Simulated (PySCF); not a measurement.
**Peak assignment**

Molfile (atoms numbered from 1):
```
C7H16
     RDKit          3D

 23 22  0  0  0  0  0  0  0  0999 V2000
    2.9591    0.0150    0.4642 C   0  0  0  0  0  0  0  0  0  0  0  0
    1.5033   -0.4023    0.6396 C   0  0  0  0  0  0  0  0  0  0  0  0
    0.5851    0.4079   -0.2732 C   0  0  0  0  0  0  0  0  0  0  0  0
   -0.9157    0.0767   -0.1841 C   0  0  0  0  0  0  0  0  0  0  0  0
   -1.1804   -1.3802   -0.5710 C   0  0  0  0  0  0  0  0  0  0  0  0
   -1.4526    0.3352    1.2254 C   0  0  0  0  0  0  0  0  0  0  0  0
   -1.6588    0.9886   -1.1670 C   0  0  0  0  0  0  0  0  0  0  0  0
    3.0866    1.0688    0.7035 H   0  0  0  0  0  0  0  0  0  0  0  0
    3.2812   -0.1428   -0.5631 H   0  0  0  0  0  0  0  0  0  0  0  0
    3.6053   -0.5660    1.1188 H   0  0  0  0  0  0  0  0  0  0  0  0
    1.2167   -0.2533    1.6814 H   0  0  0  0  0  0  0  0  0  0  0  0
    1.4106   -1.4649    0.4113 H   0  0  0  0  0  0  0  0  0  0  0  0
    0.9088    0.2589   -1.3067 H   0  0  0  0  0  0  0  0  0  0  0  0
    0.7175    1.4681   -0.0415 H   0  0  0  0  0  0  0  0  0  0  0  0
   -2.2513   -1.5679   -0.6101 H   0  0  0  0  0  0  0  0  0  0  0  0
   -0.7597   -1.5996   -1.5499 H   0  0  0  0  0  0  0  0  0  0  0  0
   -0.7464   -2.0644    0.1532 H   0  0  0  0  0  0  0  0  0  0  0  0
   -1.2306    1.3525    1.5401 H   0  0  0  0  0  0  0  0  0  0  0  0
   -2.5319    0.2001    1.2450 H   0  0  0  0  0  0  0  0  0  0  0  0
   -1.0162   -0.3524    1.9450 H   0  0  0  0  0  0  0  0  0  0  0  0
   -1.3069    0.8252   -2.1833 H   0  0  0  0  0  0  0  0  0  0  0  0
   -2.7278    0.7889   -1.1396 H   0  0  0  0  0  0  0  0  0  0  0  0
   -1.5007    2.0349   -0.9142 H   0  0  0  0  0  0  0  0  0  0  0  0
  1  2  1  0
  2  3  1  0
  3  4  1  0
  4  5  1  0
  4  6  1  0
  4  7  1  0
  1  8  1  0
  1  9  1  0
  1 10  1  0
  2 11  1  0
  2 12  1  0
  3 13  1  0
  3 14  1  0
  5 15  1  0
  5 16  1  0
  5 17  1  0
  6 18  1  0
  6 19  1  0
  6 20  1  0
  7 21  1  0
  7 22  1  0
  7 23  1  0
M  END
```

Theory: σ from GIAO-PBE0/pcSseg-1, geometry from GFN2-xTB, in PySCF 2.14.0 with density-fitted response routines (no solvent, non-relativistic Hamiltonian, rapidly exchanging positions averaged, a single conformation).

Chemical shifts δ = σref − σ; 13C and 1H vs TMS, all at this level.

**Question.** Assign these signals to the numbered atoms. 13C{1H} NMR (computed): δ 50.7, 32.4, 31.3, 21.6, 17.5.

**Answer.** 
50.7 → C3, sp3 CH2: saturated and bonded to C and H only
32.4 → C4, quaternary sp3 carbon: aliphatic region, no heteroatom directly attached
31.3 → C5/C6/C7, methyl carbon: a saturated carbon with 1 carbon neighbour and no heteroatom attached
21.6 → C2, sp3 CH2: aliphatic region, no heteroatom directly attached
17.5 → C1, methyl carbon: a saturated carbon with 1 carbon neighbour and no heteroatom attached

C4 and C5/C6/C7 lie closer than the usual error of such a calculation, so a measured spectrum could show them in the other order.

**Question.** Assign these signals to the numbered atoms. 1H NMR (600 MHz, computed): δ 1.33 (m, 2H), 1.12 (t, 2H), 1.03 (t, 3H), 0.94 (s, 9H).

**Answer.** 
1.33 → H11/H12, hydrogen on an sp3 CH2: far from electronegative atoms and π systems
1.12 → H13/H14, hydrogen on an sp3 CH2
1.03 → H8/H9/H10, hydrogen on a methyl carbon: far from electronegative atoms and π systems
0.94 → H15/H16/H17/H18/H19/H20/H21/H22/H23, hydrogen on a methyl carbon

H13/H14 and H8/H9/H10; H8/H9/H10 and H15/H16/H17/H18/H19/H20/H21/H22/H23 lie closer than the usual error of such a calculation, so a measured spectrum could show them in the other order.

Shifts are as computed. Against solution values, carbons near 30 ppm lie about +3 ppm off and those near 130 ppm about +5 ppm (rms about the fit 2.1 ppm; single classes can miss by 10 ppm). Of 1328 compounds with measured shifts, 309 miss one by over three times the rms of a fit or turn the order of signals round; such compounds aren't used in these exercises. Signals without a measured value on file couldn't be tested in this way; 1H shifts scatter by 0.2 ppm about their fit, and single ones miss by 0.5 ppm. No couplings were computed; multiplicities are counted from neighbouring protons, with m where these are inequivalent, close in shift, in a saturated or five-membered ring or joined by F or P, and br s for small geminal =CH2 splittings.
